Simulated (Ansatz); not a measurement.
Mulliken charges of BrFH$_{2}$InN (`[NH2][In]([F])[Br]`) from r2SCAN/def2-TZVPP in Ansatz (PBE0-D4/def2-TZVP geometry).

```json
{"atom": "N1", "x (Å)": "-0.004", "y (Å)": "1.242", "z (Å)": "-0.097", "charge (e)": "-0.486"}
{"atom": "In2", "x (Å)": "0.153", "y (Å)": "-0.751", "z (Å)": "-0.021", "charge (e)": "0.955"}
{"atom": "F3", "x (Å)": "1.473", "y (Å)": "-1.481", "z (Å)": "1.201", "charge (e)": "-0.471"}
{"atom": "Br4", "x (Å)": "-0.940", "y (Å)": "-2.389", "z (Å)": "-1.457", "charge (e)": "-0.324"}
{"atom": "H5", "x (Å)": "0.249", "y (Å)": "1.717", "z (Å)": "0.759", "charge (e)": "0.164"}
{"atom": "H6", "x (Å)": "-0.889", "y (Å)": "1.598", "z (Å)": "-0.432", "charge (e)": "0.161"}
```

Q: By hand: the dipole of these point charges (1 e Å = 4.8032 D).

A: Σ q r = (-0.343, 0.690, -0.012) e Å, of length 0.771 e Å = 3.70 D.

Q: How does the dipole of the full density compare? (Best estimate.)

A: The calculation gave: (-0.365, 0.555, 0.007) e Å, 3.19 D; the point charges give 1.16 times that, at 7° from its direction.

Point charges leave out the atoms' own dipoles, such as those of lone pairs, and Mulliken's split depends on the basis, so the two needn't agree.
